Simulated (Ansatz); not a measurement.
A nudged elastic band was laid between two geometries of F + GeH4 (6 atoms, charge 0, multiplicity 2).

Computed with UHF/def2-mTZVP (Ansatz 0.2.0).

| Item | Value |
| --- | --- |
| movable images | 7 |
| climbing image | yes |
| spring | 5.0 eV/Å² |
| optimiser | quadratic models (default) |
| start path | through a guess of the saddle point |
| force threshold | 0.03 eV/Å |
| iteration limit | 60 |
| end points | relaxed |

First end point:

```xyz
6
Properties=species:S:1:pos:R:3
Ge 0.000 0.000 -0.273
H 0.000 0.000 1.261
H 1.447 0.000 -0.782
H -0.723 1.253 -0.782
H -0.723 -1.253 -0.782
F 0.000 0.000 4.630
```

Last end point:

```xyz
6
Properties=species:S:1:pos:R:3
Ge 0.000 0.000 -0.482
H 0.000 0.000 2.826
H 1.465 0.000 -0.934
H -0.732 1.268 -0.934
H -0.732 -1.268 -0.934
F 0.000 0.000 3.732
```

Task: Which bonds break or form, and what moves?

Result: Bonds broken: Ge1–H2. Bonds formed: H2–F6. F + GeH4 becomes FH + GeH3.

Task: Give the energies along the band, and the barrier.

Result: The run converged. The highest image is number 4 of 0 to 8, 13.0 kcal/mol above the first end and 36.8 kcal/mol above the last; the last end lies 23.8 kcal/mol below the first. Neighbouring images differ by up to 1.3 eV, so the band resolves the path poorly. A vibrational analysis at the climbing image gives one clearly imaginary mode, 2039i cm⁻¹: a first-order saddle point.

```csv
image,path coordinate (Å),energy (kcal/mol),Ge1–H2 (Å),H2–F6 (Å)
0,0.00,0.0,1.53,3.37
1,0.46,0.1,1.53,2.87
2,0.91,0.6,1.53,2.38
3,1.37,3.3,1.52,1.90
4,1.82,13.0,1.64,1.33
5,2.27,-17.8,2.20,0.92
6,2.71,-22.2,2.56,0.91
7,3.16,-23.5,2.93,0.91
8,3.61,-23.8,3.31,0.91
```

Task: What is the geometry of the highest image?

Result: 
```xyz
6
Properties=species:S:1:pos:R:3:forces:R:3
Ge 0.000 0.000 0.005 0.00 0.00 0.00
H -0.001 0.000 1.650 0.00 0.00 0.01
H 1.459 0.000 -0.453 0.00 0.00 0.00
H -0.729 1.263 -0.454 0.00 0.00 0.00
H -0.729 -1.263 -0.454 0.00 0.00 0.00
F 0.001 0.000 2.978 0.00 0.00 -0.01
```

The band took 8 iterations and of the order of 90 core-seconds.

The run took 88 s on 1 thread of Arm Neoverse V2, with other jobs on the host, peak memory 0.15 GiB.
